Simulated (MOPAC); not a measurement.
MOPAC input (PM7):

```
PM7 PRECISE GNORM=0.05 LET XYZ GEO-OK AUX(PRECISION=9) THREADS=1
C2Si

Si   -0.00000000 1   -0.00000000 1   -1.07550800 1
C     0.00000000 1    0.00000000 1    0.61639300 1
C     0.00000000 1    0.00000000 1    1.89312700 1
```

Output:

```
 *******************************************************************************
 **                                                                           **
 **                              MOPAC v23.2.5                                **
 **                                                                           **
 *******************************************************************************
 ** MOPAC's Digital Object Identifier: https://doi.org/10.5281/zenodo.6511958 **
 **                                                                           **
 ** Please cite the open-source release paper for use of this MOPAC version:  **
 ** J. E. Moussa and J. J. P. Stewart (2026)                                  **
 ** MOPAC: An open-source semiempirical molecular orbital program             **
 ** J. Open Source Softw., 11(119), 8025, https://doi.org/10.21105/joss.08025 **
 *******************************************************************************

                              PM7 CALCULATION RESULTS

 *******************************************************************************
 *  PM7        - The PM7 Hamiltonian to be used
 *  GEO-OK     - OVERRIDE INTERATOMIC DISTANCE AND OTHER SAFETY CHECKS
 *  LET        - OVERRIDE SOME SAFETY CHECKS
 *  PRECISE    - TIGHTER CRITERIA TO BE USED
 *  XYZ        - CARTESIAN COORDINATE SYSTEM TO BE USED
 *  GNORM      - EXIT WHEN GRADIENT NORM DROPS BELOW 0.050
 *  AUX        - OUTPUT AUXILIARY INFORMATION
 *******************************************************************************
PM7 PRECISE GNORM=0.05 LET XYZ GEO-OK AUX(PRECISION=9) THREADS=1
 C2Si

   ATOM   CHEMICAL          X               Y               Z
  NUMBER   SYMBOL      (ANGSTROMS)     (ANGSTROMS)     (ANGSTROMS)

     1      Si         -0.00000000  *  -0.00000000  *  -1.07550800  *
     2       C          0.00000000  *   0.00000000  *   0.61639300  *
     3       C          0.00000000  *   0.00000000  *   1.89312700  *

          CARTESIAN COORDINATES

    NO.       ATOM           X           Y           Z

     1        Si         -0.0000     -0.0000     -1.0755
     2         C          0.0000      0.0000      0.6164
     3         C          0.0000      0.0000      1.8931

 General Reference for PM7:
 "Optimization of Parameters for Semiempirical Methods VI: More Modifications to the
 NDDO Approximations and Re-optimization of Parameters", J. J. P. Stewart, J. Mol. Mod., 1:32, 19 (2013)
 https://link.springer.com/article/10.1007/s00894-012-1667-x

           Empirical Formula: C2 Si  =     3 atoms

      MOLECULAR POINT GROUP   :   C*v

      RHF CALCULATION, NO. OF DOUBLY OCCUPIED LEVELS = 6

          Geometry optimization using EF

          DIAGONAL MATRIX USED AS START HESSIAN

 CYCLE:     1  GRAD.:   374.602 HEAT:  224.0673
 CYCLE:     2  GRAD.:   311.432 HEAT:  241.7105
 CYCLE:     3  GRAD.:   247.481 HEAT:  218.8178
 CYCLE:     4  GRAD.:   642.412 HEAT:  255.2464
 CYCLE:     5  GRAD.:    84.098 HEAT:  212.2490
 CYCLE:     6  GRAD.:    29.699 HEAT:  209.7133
 CYCLE:     7  GRAD.:    28.209 HEAT:  209.4407
 CYCLE:     8  GRAD.:    37.209 HEAT:  209.4482
 CYCLE:     9  GRAD.:     2.911 HEAT:  209.4028
 CYCLE:    10  GRAD.:     0.308 HEAT:  209.4022
 CYCLE:    11  GRAD.:     0.047 HEAT:  209.4022

     GRADIENT =  0.04695 IS LESS THAN CUTOFF =  0.05000

 -------------------------------------------------------------------------------
 PM7 PRECISE GNORM=0.05 LET XYZ GEO-OK AUX(PRECISION=9) THREADS=1
 C2Si

     GEOMETRY OPTIMISED USING EIGENVECTOR FOLLOWING (EF).
     SCF FIELD WAS ACHIEVED

                              PM7 CALCULATION
                                                       MOPAC v23.2.5 Linux

          FINAL HEAT OF FORMATION =        209.40219 KCAL/MOL =     876.13877 KJ/MOL

          COSMO AREA              =        102.44 SQUARE ANGSTROMS
          COSMO VOLUME            =         89.13 CUBIC ANGSTROMS

          GRADIENT NORM           =          0.04695          =       0.02711 PER ATOM
          IONIZATION POTENTIAL    =          8.814201 EV
          HOMO LUMO ENERGIES (EV) =         -8.814 -2.206
          NO. OF FILLED LEVELS    =          6
          MOLECULAR WEIGHT        =         52.1075         POINT GROUP:  C*v

          MOLECULAR DIMENSIONS (Angstroms)

            Atom       Atom       Distance
            C     3   Si     1     2.85287
            C     2   Si     1     0.00000
           Si     1    C     3     0.00000

          SCF CALCULATIONS        =         12

   ATOM   CHEMICAL          X               Y               Z
  NUMBER   SYMBOL      (ANGSTROMS)     (ANGSTROMS)     (ANGSTROMS)

     1      Si         -0.00000000  *  -0.00000000  *  -0.99708755  *
     2       C          0.00000000  *   0.00000000  *   0.53382373  *
     3       C         -0.00000000  *  -0.00000000  *   1.85577925  *

                             CARTESIAN COORDINATES

   1   Si       -0.000000000    -0.000000000    -0.997087551
   2    C        0.000000000     0.000000000     0.533823727
   3    C       -0.000000000    -0.000000000     1.855779255

           Empirical Formula: C2 Si  =     3 atoms

      MOLECULAR POINT GROUP   :   C*v

                  EIGENVALUES
 -25.34697 -17.33611 -11.95119 -10.92290 -10.77855  -8.81420  -2.20597  -1.07334
   2.11075   2.29089   5.59362   6.65125  16.49453  16.50292  17.15116  17.19355
  18.08887

              NET ATOMIC CHARGES AND DIPOLE CONTRIBUTIONS

  ATOM NO.   TYPE          CHARGE      No. of ELECS.   s-Pop       p-Pop       d-Pop
    1         Si           0.011671        3.9883     0.37546     3.51174     0.10113
    2          C          -0.287292        4.2873     1.15694     3.13035
    3          C           0.275621        3.7244     1.73201     1.99237
 DIPOLE           X         Y         Z       TOTAL
 POINT-CHG.    -0.000    -0.000     1.664     1.664
 HYBRID        -0.000    -0.000    -5.902     5.902
 SUM           -0.000    -0.000    -4.238     4.238

          ATOMIC ORBITAL ELECTRON POPULATIONS

     Atom    s        px        py        pz      x^2-y^2     xz        z^2       yz        xy
    1 Si   0.37546   1.97443   1.04432   0.49299   0.00003   0.03877   0.03969   0.02263   0.00000
    2  C   1.15694   1.26063   0.78727   1.08246
    3  C   1.73201   0.72617   0.14578   1.12042

 **********************
 *                    *
 * JOB ENDED NORMALLY *
 *                    *
 **********************

 == MOPAC DONE ==
```

The geometry given is a B3LYP-D3(BJ)/def2-TZVP minimum.
